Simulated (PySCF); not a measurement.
Computed shifts of a molecule C₂H₄FNOSi, HF/pcSseg-1 (PySCF), GIAO, gas phase, atoms alike by connectivity averaged where their shifts nearly agree, in ppm (number of nuclei): ¹⁵N: 339.1 (1). ¹³C: 123.1 (1), 69.1 (1). ¹⁹F: -231.9 (1). ²⁹Si: -25.0 (1). ¹H: 5.02 (1), 4.86 (1), 4.55 (1), 2.47 (1). References: ¹⁵N against NH3 (σ = 267.3 ppm); ¹³C against TMS (σ = 192.6 ppm); ¹⁹F against CFCl3 (σ = 238.5 ppm); ²⁹Si against TMS (σ = 393.8 ppm); ¹⁷O against H2O (σ = 333.0 ppm); ¹H against TMS (σ = 31.99 ppm), references at their B3LYP-D3(BJ)/def2-TZVP geometries, non-relativistic. Geometry: ωB97X-D3(BJ)/def2-SVP. Other conformers were not sampled.

Task: Which molecule gave these data?
A) O[Si@@]1(F)C=NC1
B) F[Si@@H]1C=NCO1
C) N#CO[SiH2]CF
D) N#C[C@@H](F)[SiH2]O

Result: D, N#C[C@@H](F)[SiH2]O
